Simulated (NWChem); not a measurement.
System: SiH$_{3}$I; SMILES [SiH3]I

NWChem input:

```
start job
memory heap 200 mb stack 900 mb global 1100 mb
geometry units angstroms
  Si    -1.968854     0.044880     0.013800
  I      0.492174    -0.011208    -0.003472
  H     -2.340733     1.415307    -0.287393
  H     -2.367340    -0.366286     1.351390
  H     -2.398345    -0.889775    -1.010427
end
basis spherical
  * library def2-svp
end
ecp
  I library def2-ecp
end
dft
  xc pbe0
  iterations 150
end
driver
  maxiter 120
end
task dft optimize
dft
  grid fine
  convergence energy 1d-8 density 1d-7
end
task dft freq numerical
```

Output (shortened):

```
             Northwest Computational Chemistry Package (NWChem) 7.3.0
             --------------------------------------------------------

 C3  symmetry detected

                             Geometry "geometry" -> ""
                             -------------------------

 Output coordinates in angstroms (scale by  1.889725989 to convert to a.u.)

  No.       Tag          Charge          X              Y              Z
 ---- ---------------- ---------- -------------- -------------- --------------
    1 Si                  14.0000     0.00000000     0.00000000     1.84673434
    2 I                   53.0000     0.00000000     0.00000000    -0.61499330
    3 H                    1.0000     1.07079130     0.89651773     2.24678808
    4 H                    1.0000     0.24101148    -1.37559133     2.24678808
    5 H                    1.0000    -1.31180278     0.47907361     2.24678808

 Effective nuclear repulsion energy (a.u.)     201.8798192641

      Symmetry information
      --------------------

 Group name             C3
 Group number              5
 Group order               3
 No. of unique centers     3

                                Z-matrix (autoz)
                                --------

 Units are Angstrom for bonds and degrees for angles

      Type          Name      I     J     K     L     M      Value
      ----------- --------  ----- ----- ----- ----- ----- ----------
    1 Stretch                  1     2                       2.46173
    2 Stretch                  1     3                       1.45272
    3 Stretch                  1     4                       1.45272
    4 Stretch                  1     5                       1.45272
    5 Bend                     2     1     3               105.98487
    6 Bend                     2     1     4               105.98487
    7 Bend                     2     1     5               105.98487
    8 Bend                     3     1     4               112.72111
    9 Bend                     3     1     5               112.72111
   10 Bend                     4     1     5               112.72111

                           NWChem Geometry Optimization
                           ----------------------------

[...]

      ----------------------
      Optimization converged
      ----------------------

  Step       Energy      Delta E   Gmax     Grms     Xrms     Xmax
  ---- ---------------- -------- -------- -------- -------- --------
@    4    -588.81486083 -4.5D-08  0.00001  0.00001  0.00010  0.00018
                                     ok       ok       ok       ok

                                Z-matrix (autoz)
                                --------

 Units are Angstrom for bonds and degrees for angles

      Type          Name      I     J     K     L     M      Value     Gradient
      ----------- --------  ----- ----- ----- ----- ----- ---------- ----------
    1 Stretch                  1     2                       2.44904    0.00001
    2 Stretch                  1     3                       1.48941   -0.00001
    3 Stretch                  1     4                       1.48941   -0.00001
    4 Stretch                  1     5                       1.48941   -0.00001
    5 Bend                     2     1     3               108.55031    0.00001
    6 Bend                     2     1     4               108.55031    0.00001
    7 Bend                     2     1     5               108.55031    0.00001
    8 Bend                     3     1     4               110.37623   -0.00000
    9 Bend                     3     1     5               110.37623   -0.00000
   10 Bend                     4     1     5               110.37623   -0.00000

                         Geometry "geometry" -> "geometry"
                         ---------------------------------

 Output coordinates in angstroms (scale by  1.889725989 to convert to a.u.)

[...]

 Rotational Constants
 --------------------
 A=   2.796463 cm-1  (  4.023396 K)
 B=   0.106191 cm-1  (  0.152782 K)
 C=   0.106191 cm-1  (  0.152782 K)

 Temperature                      =   298.15K
 frequency scaling parameter      =   1.0000

 Zero-Point correction to Energy  =   15.853 kcal/mol  (  0.025264 au)
 Thermal correction to Energy     =   18.147 kcal/mol  (  0.028919 au)
 Thermal correction to Enthalpy   =   18.739 kcal/mol  (  0.029863 au)

 Total Entropy                    =   64.736 cal/mol-K
   - Translational                =   41.061 cal/mol-K (mol. weight = 157.9008)
   - Rotational                   =   21.259 cal/mol-K (symmetry #  =        3)
   - Vibrational                  =    2.415 cal/mol-K

 Cv (constant volume heat capacity) =   11.026 cal/mol-K
   - Translational                  =    2.979 cal/mol-K
   - Rotational                     =    2.979 cal/mol-K
   - Vibrational                    =    5.067 cal/mol-K

[normal modes left out]

 ----------------------------------------------------------------------------
 Normal Eigenvalue ||           Projected Infra Red Intensities
  Mode   [cm**-1]  || [atomic units] [(debye/angs)**2] [(KM/mol)] [arbitrary]
 ------ ---------- || -------------- ----------------- ---------- -----------
    1       -0.000 ||    0.000007           0.000         0.007       0.001
    2       -0.000 ||    0.000089           0.002         0.086       0.017
    3       -0.000 ||    0.000089           0.002         0.086       0.017
    4        0.000 ||    0.000000           0.000         0.000       0.000
    5        0.000 ||    0.000369           0.009         0.360       0.072
    6        0.000 ||    0.000366           0.008         0.357       0.072
    7      365.769 ||    0.027297           0.630        26.610       5.351
    8      589.432 ||    0.009767           0.225         9.521       1.914
    9      589.432 ||    0.009767           0.225         9.521       1.914
   10      904.338 ||    0.389668           8.990       379.867      76.381
   11      933.831 ||    0.051670           1.192        50.371      10.128
   12      933.831 ||    0.051670           1.192        50.371      10.128
   13     2247.850 ||    0.064596           1.490        62.971      12.662
   14     2265.106 ||    0.079946           1.844        77.935      15.671
   15     2265.106 ||    0.079946           1.844        77.935      15.671
 ----------------------------------------------------------------------------
```

Level: PBE0/def2-SVP with def2 effective core potentials on I. def2 effective core potentials on I; no spin-orbit coupling.
